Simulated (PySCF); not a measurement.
Species: C₇H₉NS.
Structure used (PBE0-D3(BJ)/def2-SVP), in Å, numbered top down from 1:
```xyz
18
C7H9NS angstrom
C     -0.7499    0.5749   -2.5285
C     -0.6086    0.5215   -1.3256
C     -0.4531    0.4356    0.1240
C      0.6164   -0.6070    0.5291
C      1.9644   -0.3168   -0.0489
C      3.0455   -0.0175    0.6720
C     -1.7686    0.1625    0.8623
N     -2.8080   -0.1594    0.0910
S     -1.8467    0.2523    2.5077
H     -0.8583    0.6407   -3.5957
H     -0.1081    1.4160    0.4928
H      0.6515   -0.6151    1.6279
H      0.2649   -1.5993    0.1973
H      2.0424   -0.3519   -1.1424
H      4.0088    0.1871    0.1974
H      3.0073    0.0294    1.7653
H     -3.6987   -0.3488    0.5328
H     -2.7214   -0.1689   -0.9204
```

Linear response at CAM-B3LYP/def2-SVPD (PySCF, frozen core in the response, non-relativistic).

Static isotropic polarisability: 114.41 au (16.95 Å³), principal values 78.4, 123.7, 141.1 au.

(1) What is the polarisability at 1064 nm and at the sodium D line?

(2) What is the isotropic C6 coefficient between two such molecules, C6 = (3/π)∫α(iω)² dω?

(3) Which effective excitation energy ω̄ makes London's formula C6 = (3/4)α²ω̄ exact here?

(4) The lowest 6 singlets have (eV, f): 3.49, 0.000; 5.07, 0.182; 6.01, 0.071; 6.21, 0.018; 6.30, 0.009; 6.39, 0.013. What share of the static polarisability do they carry in the sum over states α = Σ f/ω²?

(5) What molar refraction at the D line follows from R = (4π/3)·N_A·α′, with α′ the polarisability volume?

(6) How many electrons N does the Slater–Kirkwood formula C6 = (3/4)·√N·α^(3/2) need to give this C6?

(7) What n − 1 at the D line would an ideal gas of it have at 273.15 K and 1 atm (2.6868 × 10¹⁹ cm⁻³), by n − 1 = 2π·N·α′?

(8) What three-body coefficient follows from the one-pole estimate C9 = (3/4)·α·C6?

Answers

(1) 115.83 au at 1064 nm (+1.2 %), 119.33 au at 589.3 nm (+4.3 %). The rise at 589.3 nm is 3.46 times that at 1064 nm; a pure ω² law gives 3.26. The lowest singlet lies at 355 nm, shorter than both wavelengths.

(2) 4774 au (Eh·bohr⁶) by a ten-point quadrature over imaginary frequencies, which is 2850 eV·Å⁶ or 275 J·nm⁶/mol.

(3) ω̄ = 4·C6/(3α²) = 0.486 Eh = 13.2 eV. A one-pole form α(ω) = α/(1 − ω²/ω̄²) fitted to the 1064 nm value gives 10.5 eV.

(4) 7.45 au, 6.5 % of α; the largest term, 5.23 au, is that of the state at 5.07 eV. Their oscillator strengths add up to 0.29. Higher states carry the rest.

(5) α′ = 17.68 Å³ gives R = 44.60 cm³/mol, for isolated, non-vibrating species.

(6) N = (4·C6/3)²/α³ = 27.1; the species has 74 electrons in all.

(7) 29.85 × 10⁻⁴, a formal value whether or not that pressure can be reached.

(8) 410000 au. This is an estimate from the two numbers above, not a computed integral.

One conformer stands for the species.
